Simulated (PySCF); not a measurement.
CCl2F, SMILES F[C](Cl)Cl (connectivity only; charge and spin as stated), charge +1, multiplicity 1. Geometry: PBE-D3(BJ)/def2-SVP. The multiplicity is an assumed one; other spin states were not compared. The isomer is the one that the SMILES or the coordinates give; other isomers of the formula were not compared.

Computed with PySCF 2.14.0 with PBE-D3(BJ)/def2-SVP.

Harmonic wavenumbers (cm⁻¹): 324, 438, 577, 638, 1120, 1367. Rotational constants (GHz): 7.860, 3.367, 2.357; symmetry number 2.

Question: Work out the zero-point energy and the ideal-gas rigid-rotor harmonic-oscillator thermochemistry at 298.15 K and 1 atm.

Answer: ZPE = ½ Σ hcν = ½ × 4466 cm⁻¹ = 6.38 kcal/mol. H − E(el) = 9.39 kcal/mol. Entropy in cal/(mol K): translation 39.77, rotation 24.67, vibration 3.08, total 67.52. G − E(el) = -10.74 kcal/mol. Cp = 13.38 cal/(mol K).
